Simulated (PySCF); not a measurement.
## Dipole moment and polarisability of `C#CB(O)OC`

Species: C₃H₅BO₂.
Cartesian coordinates in Å at the PBE0-D3(BJ)/def2-SVP level; atoms count from 1:
```xyz
11
C3H5BO2 angstrom
C      2.2925   -1.0007    0.3317
C      1.4474   -0.1522    0.1200
B      0.3503    0.9035   -0.1425
O      0.7000    2.2117   -0.1908
O     -0.9523    0.5692   -0.3283
C     -1.4572   -0.7391   -0.2994
H      3.0518   -1.7392    0.5158
H     -0.0716    2.7654   -0.3587
H     -0.6709   -1.4793   -0.0820
H     -2.2386   -0.8128    0.4729
H     -1.9120   -0.9802   -1.2730
```

Level: CAM-B3LYP/def2-SVPD (PySCF), static field, nuclei fixed, core orbitals frozen in the response. The polarisability tensor in these axes (au):

```
x   64.66 -6.40  4.37
y   -6.40 61.16 -2.68
z    4.37 -2.68 42.13
```

Diagonalise the tensor; give its mean and Δα, where Δα² is half the sum of the squared differences of the eigenvalues.

Principal values 41.19, 56.29 and 70.46 au; mean 55.98 au = 8.30 Å³ = 9.23 × 10⁻⁴⁰ C²·m²/J; Δα = 25.36 au (45 % of the mean).

What is the dipole moment, and where does it point?

(-1.26, -1.38, -0.08) D, 1.87 D in size, pointing from the negative to the positive side. Measured along this direction, the outermost atoms are O4 and H8 at the negative end and H10 and H11 at the positive end.

Find the Langevin capture rate constant for NH4+ (18.034 u) meeting this molecule (84.038 u), k = 2.342 × 10⁻⁹ cm³/s × √(α in Å³ / reduced mass in u).

The reduced mass is 14.85 u, so k = 1.75 × 10⁻⁹ cm³/s. The formula leaves out the permanent dipole, which adds to the capture rate.

Sum over states: ᾱ = Σ f/ω², ω in Eh. What share falls to these 10 lowest TDDFT singlets (eV, f)? 5.63, 0.0000; 6.23, 0.0287; 6.69, 0.0001; 7.75, 0.0798; 7.90, 0.0294; 7.93, 0.0069; 7.96, 0.0867; 8.02, 0.0117; 8.56, 0.0114; 8.59, 0.0250.

They add up to 3.47 au, 6.2 % of the 55.98 au; the largest single term is 1.01 au, from the state at 7.96 eV. Terms in order: 0.00, 0.55, 0.00, 0.98, 0.35, 0.08, 1.01, 0.13, 0.12, 0.25 au. Higher excitations give the rest. The strengths listed sum to 0.280.

Traceless (Buckingham) quadrupole moment about the centre of nuclear charge: eigenvalues?

-4.90, -4.07, 8.97 D·Å. The values depend on the origin, since the dipole doesn't vanish. The electronic extent ⟨r²⟩ about the same centre is 625 bohr², a root-mean-square distance of 1.99 Å for the 44 electrons.

Orientational against electronic polarisability at 250 K (dilute gas, rigid molecules)?

In Gaussian units μ²/3kT = 33.71 Å³ against 8.30 Å³, a ratio of 4.06; the Debye molar polarisation (4π/3)N_A(α + μ²/3kT) is 106.0 cm³/mol, leaving out the vibrational part.

What would n − 1 = 2πNα be for an ideal gas of these molecules at 500 K and 1 atm, electronic part alone?

N = p/kT = 1.4678 × 10¹⁹ cm⁻³, so n − 1 = 2π × N × 8.30 × 10⁻²⁴ cm³ = 765 × 10⁻⁶ at long wavelengths.

Geometry: PBE0-D3(BJ)/def2-SVP, one conformer, isolated molecule.
